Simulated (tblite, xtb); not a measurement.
thiooxirane (C₂H₄S), singlet, at a GFN2-xTB geometry. Base run: GFN1-xTB (xtb 6.7.1).

xtb was given this input:
```
$ xtb mol.xyz --gfn 1 --json

# file mol.xyz
7

C      0.01173100    -0.72708757    -0.79850692
S      0.00262325    -0.01384904     0.85337863
C     -0.01656607     0.75261357    -0.77440663
H     -0.88881533    -1.25980956    -1.07214441
H      0.93050588    -1.22493589    -1.07717098
H      0.88233454     1.29402388    -1.03614401
H     -0.93698668     1.25915021    -1.03111744
```

Programs used: tblite, xtb; a row that names a program was run with it.

Each row names what was changed in the base input (with any setting that the change needs).

```csv
change,ΔE vs base (kJ/mol),HOMO-LUMO gap (eV),dipole (D),G_solv (kcal/mol),SCF cycles
base,0.00,4.65,1.50,-,8
alpb = cs2,-11.21,4.68,1.60,-2.71,8
"program = tblite; method = gfn1; option = (--etemp, 2000)",0.00,-,-,-,-
gbsa = chcl3,-15.16,4.70,1.68,-3.72,8
etemp = 1000,0.00,4.65,1.50,-,8
"program = tblite; method = gfn1; option = (--alpb, water)",-2.67,-,-,-,-
file = coord,0.00,4.65,1.50,-,8
```

ALPB and GBSA are two models with their own fitted parameters for each solvent, which aren't always the measured dielectric constant.
